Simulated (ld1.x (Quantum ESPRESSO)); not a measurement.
# vanadium, TM: configuration errors across variants

ld1.x (Quantum ESPRESSO) 7.5 input, shortened:

```
&input
   title='V', zed=23., rel=1, dft='PBE', iswitch=3,
   config='[Ar] 3d3 4s1.75 4p0.25'
 /
 &inputp
   pseudotype=2, tm=.true., lloc=-2, rcloc=1.10,
   nlcc=.false.
 /
3
3S  1  0   2.00   0.00  1.65  1.65  0.0
3P  2  1   6.00   0.00  1.30  1.30  0.0
3D  3  2   3.00   0.00  1.10  1.10  0.0
 &test
   configts(1)='3s2 3p6 3d3 4s1.75 4p0.25'
 /
```

Occupied shells without a wave of their own: 4p, 4s. They enter only through the test configuration that unscreens the potential.

All-electron excitation energies from the reference (eV): (1) 3s2 3p6 3d3 4s2 4p0 -0.820; (2) 3s2 3p6 3d3 4s1 4p0 6.915; (3) 3s2 3p6 3d3 4s0 4p0 21.211; (4) 3s2 3p6 3d1 4s0 4p0 95.982; (5) 3s2 3p6 3d4 4s0 4p0 6.377; (6) 3s2 3p6 3d3 4s1.5 4p0 2.272; (7) 3s2 3p6 3d2 4s0 4p0 50.109.

For the base: The 4p, 4s levels have no wave, so the channel is fitted at the deeper level alone: the likely source of the large errors.

On the changes marked as counting shells twice: ld1.x takes every shell without a wave as core, so the model core holds the marked electrons as well and exchange and correlation see them twice. This cancels in the reference configuration, but the file is broken for other ones, and its errors say nothing about a proper core correction.

3 further variants failed, have other tests or too few solved ones, and are left out.

The file “base” misses its own reference levels by 0.3 eV. The file “core correction a·sin(br)/r model core inside 0.58 bohr (4p, 4s counted twice)” misses its own reference levels by 0.3 eV. The file “wave 3s (bound): rc 1.65 bohr becomes 3s (bound): rc 2.26 bohr” misses its own reference levels by 0.5 eV.

Errors AE − PS in meV (a dash: test not solved or not reliable):

```csv
change,(1),(2),(3),(4),(5),(6),(7),bound ghosts
base,+65,-272,-827,-1817,-459,-80,-1311,none
"core correction a·sin(br)/r model core inside 0.58 bohr (4p, 4s counted twice)",+63,-417,-1461,-2867,-783,-115,-2181,none
"all radii scaled by about 1.14 (s 1.88, p 1.48, d 1.24 bohr); local potential all-electron potential smoothed inside 1.24 bohr (lloc = -2)",+36,-148,-460,-1005,-243,-43,-745,none
wave 3s (bound): rc 1.65 bohr becomes 3s (bound): rc 2.26 bohr,+132,-541,-1655,-3634,-935,-158,-2599,none
```

Q: Give the same row for: wave 3d (bound): rc 1.10 bohr becomes 3d (bound): rc 1.36 bohr.

A: +65, -272, -828, -1759, -459, -80, -1306; bound ghosts: none.
